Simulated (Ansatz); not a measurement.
Reactions of C₃H₈Si₂ (`[SiH3]C=C=C[SiH3]`).

Gas-phase electronic energies from Ansatz, PBE0-D4/def2-TZVP geometries. CBS: MP2 limit from def2 TZ/QZ plus the TZ coupled-cluster correction, frozen cores. This one scheme is used for every species. For Se outer-core shells are correlated without core-valence functions, which leaves a few kJ/mol of doubt a bond. Scalar relativity is left out up to krypton. One conformer a species, not always the lowest.

```
                                                                        reaction  CCSD(T)/CBS(def2) (eV)
`[SiH3]C=C=C[SiH3]` + `[OH][AlH][SiH3]` → `[SiH3][O][AlH][SiH3]` + `C=C=C[SiH3]`                   -0.96
             `[SiH3]C=C=C[SiH3]` + `O[SiH2]S` → `[SiH3]O[SiH2]S` + `C=C=C[SiH3]`                   -0.91
                                      `[SiH3]C=C=C[SiH3]` → `C#CC([SiH3])[SiH3]`                       ?
                                  `[SiH3]C=C=C[SiH3]` → `C=C=C[SiH3]` + `[SiH2]`                       ?
                                      `[SiH3]C=C=C[SiH3]` → `C[SiH2]C1=C[SiH2]1`                   -0.24
 `[SiH3]C=C=C[SiH3]` + `O[SiH](F)[SeH]` → `F[SiH]([SeH])O[SiH3]` + `C=C=C[SiH3]`                   -0.89
```

(1) Fill in the missing values. (An estimate is asked.)

Largest T1 diagnostic: 0.014, for `[SiH2]`.

Results:

(1) Ansatz gave: `[SiH3]C=C=C[SiH3]` → `C#CC([SiH3])[SiH3]`: +0.21 eV; `[SiH3]C=C=C[SiH3]` → `C=C=C[SiH3]` + `[SiH2]`: +2.60 eV.
